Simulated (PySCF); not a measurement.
Compounds:

A. methylacetylacetone (SMILES CC(=O)C(C)C(C)=O)
B. `C1(F)=C(C)CN(C)[C@H]1C=C`
C. SMILES C=C[C@@H](C)OC(C)=O

Spectrum 1. 1H NMR (300 MHz, computed): δ 3.69 (q, 1H), 2.23 (s, 6H), 1.40 (d, 3H). 13C{1H} NMR (computed): δ 210.2 (C), 69.9 (CH), 28.8 (CH3), 15.4 (CH3).

Spectrum 2. 1H NMR (300 MHz, computed): δ 6.29 (m, 1H), 5.52 (m, 1H), 5.41 (m, 1H), 5.40 (m, 1H), 2.08 (s, 3H), 1.30 (d, 3H). 13C{1H} NMR (computed): δ 175.2 (C), 147.9 (CH), 122.8 (CH2), 76.6 (CH), 24.0 (CH3), 23.8 (CH3).

Spectrum 3. 1H NMR (300 MHz, computed): δ 6.03 (m, 1H), 5.45 (m, 1H), 5.40 (m, 1H), 3.84 (m, 1H), 3.66 (m, 1H), 3.17 (m, 1H), 2.41 (s, 3H), 1.78 (s, 3H). 13C{1H} NMR (computed): δ 163.9 (C), 150.5 (CH), 123.5 (CH2), 116.7 (C), 77.7 (CH), 65.5 (CH2), 41.8 (CH3), 11.5 (CH3).

All values are calculated (PySCF): coordinates at the GFN2-xTB level, shieldings: GIAO PBE0/pcSseg-1. Isolated molecule, one averaged value for each set of equivalent atoms, a single conformation, no relativistic terms.

Shifts are taken against calculated references (same method and geometry level): TMS for 1H (σref 31.72) and 13C (σref 186.93). Splittings of carbon signals by F and P are missing where no couplings were computed. Where no couplings were computed, multiplicities follow the n + 1 count of equivalent neighbours, and m marks all less simple cases (inequivalent or close neighbours, rings, F or P nearby). Shifts are as computed. Against solution values, carbons near 30 ppm lie about +3 ppm off and those near 130 ppm about +5 ppm. Of 1211 compounds with measured shifts, 218 miss one by over three times the rms of a fit or turn the order of signals round; such compounds aren't used in these exercises.

Question: Match each spectrum to its structure.

Answer: 1–A, 2–C, 3–B.

- Spectrum 1 (A): 4 13C signals; δC 210.2 is a ketone carbonyl carbon; δC 28.8 is a methyl carbon α to a carbonyl.
- Spectrum 2 (C): 6 13C signals; δC 175.2 is an ester carbonyl carbon; δC 147.9 is an alkene CH.
- Spectrum 3 (B): 8 13C signals; δC 163.9 is a fully substituted alkene carbon; δC 150.5 is an alkene CH.
